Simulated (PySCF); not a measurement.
## How the method changes the constants of AlZn⁺

State: ¹Σ⁺ (singlet), closed shell. Set-up: Al 6-31G(d,p), Zn 6-31G(d,p); no relativity (PySCF 2.14). De refers to Al⁺ + Zn in their ground configurations, without counterpoise correction. A positive dipole points towards Zn; it is taken about the centre of mass and depends on that origin.

```csv
Level,Re (Å),ωe (cm⁻¹),De (eV),μ (D),"CPU s a point (SCF and correlation, without the integrals)"
RHF-MP2,2.824,156,0.64,n/a,0.091
RHF-SCS-MP2,2.861,148,0.59,n/a,n/a
RHF-CCSD,2.848,152,0.56,n/a,n/a
RHF-CCSD(T),2.820,158,0.60,n/a,1.9
PBE,2.692,180,1.13,-3.08,0.58
PW91,2.688,181,1.14,-3.08,0.44
r²SCAN,2.697,182,1.09,-2.88,0.82
r²SCANh,2.726,177,1.04,-2.94,0.86
PBE0,2.762,172,0.99,-3.10,1.2
MN15,2.808,141,0.74,-3.98,0.85
```

The bond length runs from 2.688 Å (PW91) to 2.861 Å (RHF-SCS-MP2). De spans 0.56 eV (RHF-CCSD, coupled cluster) to 1.14 eV (PW91, GGA).

Correlated steps freeze 10 core orbitals. Closed-shell solutions of metal pairs were not tested for spin polarisation, which can lower them a little. Correlated levels converge slowly with the basis: in double zeta they bind strong bonds too weakly, by up to about 1 eV, and carry superposition errors of some tenths. For an ion De counts to the pair picked by the measured ionisation energies or electron affinities, which need not be the lowest pair at this level.

The whole job (state search and all levels along the bond) took about 1.6 min on 1 thread of Arm Neoverse V2 (shared host), peak memory 0.59 GiB.
